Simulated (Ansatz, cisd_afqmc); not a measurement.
System: SbH₂Cl, charge 0, singlet. SbH2Cl (SMILES [Cl][SbH2]).
B3LYP-D3(BJ)/def2-TZVP minimum from Ansatz (a first-principles code):
```
Sb
H 1 1.7186
H 1 1.7186 2 90.28
Cl 1 2.3836 2 94.46 3 -94.49
```
Charge 0, spin multiplicity 1.

Atomisation energy term by term, kcal/mol (programs: Ansatz, cisd_afqmc). UHF or UKS for unpaired electrons; spin-orbit terms are left out. Correlated methods leave the cores frozen (noble-gas shells, and filled d and f shells in the p block). Past Kr the def2 sets carry scalar-relativistic core potentials. The Monte Carlo rows (phaseless AFQMC, CISD trial, step 0.005/hartree) carry one-sigma bars that omit the constraint's bias. Outlying blocks are dropped, and bars are widened where a walk drifts. Over all cases where full CI ran beside it in this data, AFQMC minus full CI had a median of +0.1 mEh and passed +0.4 mEh in a tenth of the cases. CBS(X,Y): correlation extrapolated as X^-3, Hartree-Fock from the larger set. A bracket is a step between two methods taken in the basis named. Where a partner has so few electrons that a lower coupled-cluster level is exact, that level stands in. Spin-orbit terms, left out, reach several kcal/mol for Br and I, and more for heavier atoms.

| term | basis | kcal/mol |
|---|---|---|
| Hartree-Fock | def2-QZVPP | 129.44 |
| CCSD correlation | CBS(def2-TZVPP,def2-QZVPP) | 69.32 |
| (T) | CBS(def2-TZVPP,def2-QZVPP) | 4.35 |
| CCSDT(Q) - CCSD(T) | def2-TZVPP | 0.20 |
| CCSDTQ - CCSDT(Q) | def2-SVP | -0.02 |
| sum: De |  | 203.3 |

The step beyond CCSD(T) by other levels: CCSDTQ in def2-SVP 0.42; AFQMC/CISD in def2-SVP 0.66 ± 0.15; CCSDT(Q) in def2-SVP 0.44; AFQMC/CISD in def2-TZVPP 0.42 ± 0.25 kcal/mol.
